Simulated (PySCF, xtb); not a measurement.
B(F)2(vinyl) (C2H3BF2), SMILES C=CB(F)F. The values are those of a single conformer.

Harmonic wavenumbers (cm⁻¹) from xtb with GFN2-xTB at its own minimum, in rising order: 95, 175, 346, 392, 483, 645, 748, 940, 1011, 1036, 1236, 1282, 1310, 1406, 1651, 3061, 3091, 3120.

What does B3LYP-D3(BJ)/def2-SVP run with PySCF give at its own minimum? (Estimate from the structure and the level; the computed values follow.)

108, 206, 428, 434, 524, 740, 774, 1020, 1021, 1049, 1258, 1339, 1422, 1448, 1689, 3127, 3155, 3222. Paired by order, the mean absolute difference is 52 cm⁻¹ and the zero-point energies are 31.5 and 32.8 kcal/mol.
